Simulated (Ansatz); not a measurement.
Basis-set series for `O[SiH]1C=N1`. Total charge 0; spin multiplicity 1. All single points use the PBE0-D4/def2-TZVP geometry. It is one conformer, not always the lowest.

```
functional       basis  functions  energy (Eh)  HOMO (eV)  LUMO (eV)
   PBE0-D4  def2-TZVPP        177   -459.13991      -6.55      -0.88
   PBE0-D4  def2-QZVPP        331   -459.16008      -6.59      -0.97
   ωB97M-V  def2-TZVPP        177   -459.37968      -8.77       1.43
   ωB97M-V  def2-QZVPP        331   -459.39853      -8.82       1.21
```

Q: Give the rows for def2-SVP. (Estimate.)

A: Ansatz gave: 
```csv
functional,basis,functions,energy (Eh),HOMO (eV),LUMO (eV)
PBE0-D4,def2-SVP,75,-458.82517,-6.43,-0.62
ωB97M-V,def2-SVP,75,-459.05909,-8.63,1.86
```

Positive LUMOs are unbound and depend on the basis.
